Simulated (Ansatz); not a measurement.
A nudged elastic band was laid between two geometries of CH6GaN (9 atoms, charge 0, multiplicity 1).

All numbers below come from RHF/def2-SVP (Ansatz).

```
movable images  : 7
climbing image  : yes
spring          : 5.0 eV/Å²
optimiser       : quadratic models (default)
start path      : through a guess of the saddle point
force threshold : 0.03 eV/Å
iteration limit : 60
end points      : relaxed
```

Image 0:

```xyz
9
Properties=species:S:1:pos:R:3
Ga 0.511 0.177 -0.129
C 0.955 -0.105 1.784
H 0.083 -0.406 2.368
H 1.721 -0.878 1.894
H 1.359 0.811 2.224
H 1.566 0.568 -1.231
N -1.211 -0.016 -0.687
H -1.979 -0.262 -0.094
H -1.519 0.111 -1.631
```

Image 8:

```xyz
9
Properties=species:S:1:pos:R:3
Ga -0.942 0.038 -2.774
C 1.475 -0.120 1.838
H 1.177 -0.897 2.542
H 1.570 0.829 2.366
H 0.725 -0.029 1.053
H 2.436 -0.383 1.395
N -1.514 0.162 -1.004
H -1.783 -0.616 -0.427
H -1.660 1.015 -0.490
```

Problem. Which bonds break or form, and what moves?

Solution. Bonds broken: Ga1–C2, Ga1–H6. Bonds formed: C2–H6. CH6GaN becomes CH4 + GaH2N.

Problem. What energy profile does the band end with?

Solution. It converged. The highest image is number 2 of 0 to 8, 3.90 eV above the first end and 3.85 eV above the last; the last end lies 0.05 eV above the first. Neighbouring images differ by up to 3.9 eV, so the band resolves the path poorly. A vibrational analysis at the climbing image gives one clearly imaginary mode, 1693i cm⁻¹: a first-order saddle point. The orbitals stay closed-shell, which can raise the energy where a bond breaks towards radicals; this wasn't checked here.

```csv
image,path coordinate (Å),energy (eV),Ga1–C2 (Å),Ga1–H6 (Å),C2–H6 (Å)
0,0.00,0.00,1.98,1.58,3.15
1,1.53,0.04,1.98,1.56,3.09
2,3.07,3.90,2.31,1.54,1.75
3,4.02,0.47,2.99,2.22,1.10
4,4.97,0.12,3.81,3.16,1.09
5,5.92,0.09,4.57,4.09,1.09
6,6.87,0.08,4.70,4.40,1.09
7,7.82,0.07,4.86,4.79,1.09
8,8.77,0.05,5.21,5.38,1.09
```

Problem. What is the geometry of the highest image?

Solution. 
```xyz
9
Properties=species:S:1:pos:R:3
Ga 0.536 -0.019 -0.743
C 1.001 -0.080 1.521
H 0.402 -0.940 1.837
H 2.001 -0.165 1.946
H 0.547 0.858 1.855
H 1.881 -0.138 0.008
N -1.257 0.132 -0.659
H -1.779 0.167 0.195
H -1.847 0.187 -1.463
```

Run time: 5.2 min on 1 thread of Arm Neoverse V2, on a shared host, peak memory 0.16 GiB.
